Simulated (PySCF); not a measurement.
Two-component Hartree-Fock for Al⁺ (aluminium, charge +1)

Start: [Ne] 3s2. Calculated with PySCF 2.14 in x2c-TZVPPall-2c: generalised Hartree-Fock with the X2C-1e Hamiltonian and a Gaussian nucleus; one run each with spin-orbit coupling (SO) switched off, then screened by Boettger's factors.

| spinor shell | electrons | ε, spin-free (eV) | ε, screened SO (eV) | weight of nominal j (screened SO) | rms radius, screened SO (bohr) |
| --- | --- | --- | --- | --- | --- |
| 1s1/2 | 2 | -1603.5 | -1603.5 | 1.000 | 0.139 |
| 2s1/2 | 2 | -142.45 | -142.45 | 1.000 | 0.675 |
| 2p1/2 | 2 | -95.796 | -96.117 | 1.000 | 0.673 |
| 3s1/2 | 2 | -17.777 | -17.777 | 1.000 | 2.61 |

Task: Where does 2p3/2 lie, and what is the 2p spin-orbit splitting (screened SO)?

Result: At -95.636 eV, 0.482 eV above 2p1/2.

```csv
quantity,spin-free,screened SO
E (hartree),-242.10466,-242.10481
M_J,0,0
⟨J²⟩,0.000,0.000
⟨L²⟩,0.000,0.000
⟨S²⟩,0.000,0.000
```

Without spin-orbit coupling the j labels of p, d and f shells carry no meaning; the spin-free column gives the mean over the occupied spinors of each nl shell.
